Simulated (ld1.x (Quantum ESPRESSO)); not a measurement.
manganese: one change to a TM potential, before and after

ld1.x (Quantum ESPRESSO) 7.5 input, shortened:

```
&input
   title='Mn', zed=25., rel=2, dft='PBESOL', iswitch=3,
   config='[Ar] 3d5 4s2 4p0', rel_dist='average'
 /
 &inputp
   pseudotype=2, tm=.true., lloc=0,
   nlcc=.true.
 /
3
3P  2  1   6.00   0.00  1.00  1.00  0.0
3D  3  2   5.00   0.00  1.55  1.55  0.0
4S  1  0   2.00   0.00  2.35  2.35  0.0
 &test
   configts(1)='3p6 3d5 4s2 4p0'
 /
```

Open shells are filled in proportion to 2j + 1 (rel_dist='average').

All-electron outer shells of the reference configuration (PBEsol, scalar-relativistic, ld1.x):

```csv
shell,level (eV),outermost node (bohr),outermost maximum (bohr)
2p,-629.76,–,0.19
3s,-85.64,0.34,0.74
3p,-54.48,0.31,0.75
3d,-6.79,–,0.76
4s,-5.12,1.05,2.51
4p,-1.35,1.16,3.38
```

Change: wave 4s (bound): rc 2.35 bohr becomes 4s (bound): rc 1.48 bohr.

Cutoffs: the cutoffs (Ry, on a coarse ladder) from which the occupation-weighted sum of valence levels, in a spherical-Bessel basis at the reference potential, stays within 10 and 1 mRy of its value at 400 Ry; they do not see the model core or the augmentation charge, which bear on the density cutoff. Errors are all-electron minus pseudo energies relative to the spin-unpolarised reference configuration.

Predict the effect on cutoff, ghosts and configuration errors.

The potential gets neither clearly harder nor softer (110 Ry and 180 Ry → 110 Ry and 180 Ry); the d channel sets the loose cutoff, while the largest relative change is in s, which becomes harder; of the 7 tests that both files solve, the error grows in 4 and shrinks in 3 by more than 15 % and 0.3 meV (median size 196.7 → 114.2 meV); neither file shows a bound ghost at the reference potential, the only one tested.

```tsv
quantity	base	changed
cutoff, loose	110 Ry	110 Ry
cutoff, tight	180 Ry	180 Ry
loose cutoff by channel (10 mRy a level)	p 50 Ry, d 90 Ry, s 6 Ry	p 50 Ry, d 90 Ry, s 40 Ry
bound ghosts	none	none
error for 3p6 3d5 4s1 4p0, meV [ΔE 8.43 eV]	-5.3	+10
error for 3p6 3d5 4s0 4p0, meV [ΔE 23.94 eV]	-40	-13
error for 3p6 3d4 4s0 4p0, meV [ΔE 56.42 eV]	-198	-277
error for 3p6 3d6 4s0 4p0, meV [ΔE 6.77 eV]	-265	-114
error for 3p6 3d5.5 4s1.5 4p0, meV [ΔE -0.49 eV]	-47	-5.7
error for 3p6 3d3 4s0 4p0, meV [ΔE 107.14 eV]	-766	-992
error for 3p6 3d4 4s2 4p0, meV [ΔE 13.21 eV]	-197	+410
```

Base: These tests converged, but a pseudo level misses the all-electron one widely, so the file describes the atom poorly there or has found another state: 3p6 3d4 4s0 4p0: empty 4p by 2.8 eV; 3p6 3d3 4s0 4p0: empty 4p by 4.5 eV (a node warning on the way). Changed file: These tests converged, but a pseudo level misses the all-electron one widely, so the file describes the atom poorly there or has found another state: 3p6 3d4 4s0 4p0: empty 4s by 7.3 eV (a node warning on the way).
